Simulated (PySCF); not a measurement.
Compound: C7H11BClN.
Atom-mapped SMILES: `[CH3:1][CH2:2][CH2:3][N:4]1[BH:5][CH:6]=[CH:7][CH:8]=[C:9]1[Cl:10]`

Structure used (PBE0-D3(BJ)/def2-SVP), in Å, numbered top down from 1:
```
atom  x, y, z in Å
C1    -2.5157   -0.4780   -0.3363
C2    -1.0461   -0.2783   -0.6650
C3    -0.2987    0.4284    0.4567
N4     1.1178    0.6334    0.1552
B5     2.0876   -0.3435    0.6058
C6     3.5273   -0.1122    0.2238
C7     3.8329    1.0011   -0.5233
C8     2.8329    1.9137   -0.9346
C9     1.5228    1.6975   -0.5887
Cl10   0.3291    2.8422   -1.1148
H11   -2.6465   -1.0738    0.5814
H12   -3.0384   -1.0026   -1.1494
H13   -3.0262    0.4860   -0.1814
H14   -0.9418    0.3098   -1.5914
H15   -0.5568   -1.2488   -0.8527
H16   -0.7687    1.3984    0.6766
H17   -0.3430   -0.1739    1.3741
H18    1.6577   -1.2665    1.2553
H19    4.3377   -0.7862    0.5142
H20    4.8636    1.2183   -0.8257
H21    3.0763    2.7952   -1.5266
```

Probes without a nucleus sit at each ring's centroid and 1 Å off its mean plane on both sides; NICS is minus the shielding there, NICSzz its component along the normal. Level: GIAO CAM-B3LYP/pcSseg-1 (PySCF, non-relativistic, gas phase) on the PBE0-D3(BJ)/def2-SVP geometry, one conformer.

Ring bond lengths (Å): N4–B5 1.448, B5–C6 1.507, C6–C7 1.375, C7–C8 1.415, C8–C9 1.372, C9–N4 1.360.

Give the NICS values of each ring in ppm.

```json
{"ring": "N4–B5–C6–C7–C8–C9", "type": "6-membered ring with B and N; formal bonds 2 double, 4 single", "NICS(0)": "-6.0", "NICS(1), two faces": "-7.8 / -7.7", "NICS(1)zz, two faces": "-19.0 / -18.5", "rms pucker (Å)": "0.00", "centre to ring atoms, mean (Å)": "1.41"}
```

What do they say, and how far can they be read as aromaticity?

- N4–B5–C6–C7–C8–C9: mean NICS(1)zz -18.8 ppm, shielded.

At the second NICS(1) probe listed for ring N4–B5–C6–C7–C8–C9, 1 Å off the ring, how large is the induced field along the normal in 14.1 T applied along it?

NICSzz × B0 = -18.5 ppm × 14.1 T = -261 μT, against the applied field.

How shielded are the nuclei of the rings and their hydrogens (means over atoms taken as equivalent)?

```json
{"atoms": "N4", "environment": "ring nitrogen", "σ isotropic (ppm)": "55.4", "principal values of the symmetric part, first atom (ppm)": "-87.7, 45.9, 208.1"}
{"atoms": "B5", "environment": "ring boron", "σ isotropic (ppm)": "64.7", "principal values of the symmetric part, first atom (ppm)": "21.1, 61.2, 111.7"}
{"atoms": "C6", "environment": "unsaturated ring CH carbon", "σ isotropic (ppm)": "43.6", "principal values of the symmetric part, first atom (ppm)": "-88.3, 35.3, 183.6"}
{"atoms": "C7", "environment": "unsaturated ring CH carbon", "σ isotropic (ppm)": "26.2", "principal values of the symmetric part, first atom (ppm)": "-100.7, 13.6, 165.7"}
{"atoms": "C8", "environment": "unsaturated ring CH carbon", "σ isotropic (ppm)": "62.6", "principal values of the symmetric part, first atom (ppm)": "-33.9, 77.1, 144.5"}
{"atoms": "C9", "environment": "unsaturated ring carbon", "σ isotropic (ppm)": "29.7", "principal values of the symmetric part, first atom (ppm)": "-65.2, 59.5, 94.8"}
{"atoms": "H18", "environment": "B–H hydrogen", "σ isotropic (ppm)": "25.98", "principal values of the symmetric part, first atom (ppm)": "22.8, 25.3, 29.9"}
{"atoms": "H19", "environment": "vinylic hydrogen", "σ isotropic (ppm)": "24.35", "principal values of the symmetric part, first atom (ppm)": "22.8, 23.0, 27.2"}
{"atoms": "H20", "environment": "vinylic hydrogen", "σ isotropic (ppm)": "23.69", "principal values of the symmetric part, first atom (ppm)": "20.7, 23.8, 26.6"}
{"atoms": "H21", "environment": "vinylic hydrogen", "σ isotropic (ppm)": "24.85", "principal values of the symmetric part, first atom (ppm)": "20.3, 24.2, 30.1"}
```

How do the values depend on the level or the medium?

```tsv
level	NICS(0), N4–B5–C6–C7–C8–C9	mean NICS(1)zz, N4–B5–C6–C7–C8–C9
CAM-B3LYP/pcSseg-1, gas	-6.0	-18.8
PBE0/pcSseg-1, gas	-6.3	-19.0
```

The geometry is the same throughout.

On an x86-64 server with one thread, no GPU, shared host, this took 66 s wall. This is the whole shielding run at CAM-B3LYP/pcSseg-1, SCF included.
